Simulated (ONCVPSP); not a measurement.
**hafnium, ONCV: configuration errors across variants**

| Quantity | Value |
| --- | --- |
| Element | Hf (Z = 72) |
| Generator | ONCVPSP 4.0.1 |
| Type | optimised norm-conserving Vanderbilt (ONCV) |
| Functional | PBE |
| Relativity | scalar-relativistic |
| Frozen core | [Kr] 4d10 4f14 |
| Valence charge | 12 |
| Reference configuration | 5s2 5p6 5d2 6s1 (charge +1) |
| Partial waves | 5s+6s: rc 1.80 bohr, ncon 4, nbas 9, qcut 6.8 1/bohr, 2 projectors; 5p: rc 1.50 bohr, ncon 5, nbas 9, qcut 5 1/bohr, 1 projector; 5d: rc 2.35 bohr, ncon 3, nbas 8, qcut 5.8 1/bohr, 2 projectors, debl 0.4 Ha |
| Local potential | polynomial inside 1.15 bohr (lpopt 5, dvloc0 0 Ha) |
| Core correction | Teter function fitted to the true core (icmod 2), fcfact 0.5 |

All-electron excitation energies from the reference (eV): (1) 5s2 5p6 5d2 6s2 -7.977; (2) 5s2 5p6 5d2 6s0 14.180; (3) 5s2 5p6 5d1 6s0 35.974; (4) 5s2 5p6 5d2 6s0 6p2 -0.114.

A true bound ghost makes a file unfit for plane-wave use even where its test errors are small: the radial tests pick states by their node count and pass the ghost by.

Errors AE − PS in meV (a dash: test not solved or not reliable):

```csv
change,(1),(2),(3),(4),bound ghosts,GHOST(+) flags above zero
base,+6.6,+6.3,-2.7,+108,d,s
"p: rc 1.06; local potential polynomial inside 1.06 bohr (lpopt 5, dvloc0 0 Ha)",+6.6,+6.2,-3.4,+95,none,"s, p, d"
p: rc 1.36,+6.6,+6.3,-3.2,+86,d,s
p: rc 1.48,+6.6,+6.3,-2.8,+105,d,s
p: rc 1.6,+6.6,+6.3,-2.7,+127,d,s
p: rc 1.72,+6.6,+6.3,-2.5,+149,d,s
p: rc 1.92,+6.6,+6.4,-1.7,+183,d,s
p: rc 2.06,+6.6,+6.4,-0.9,+202,d,s
p: rc 2.18,+6.6,+6.5,-0.4,+211,d,s
```

Q: Give the same row for: p: rc 1.22.

A: +6.6, +6.2, -3.5, +73; bound ghosts: d; GHOST(+) flags above zero: s.
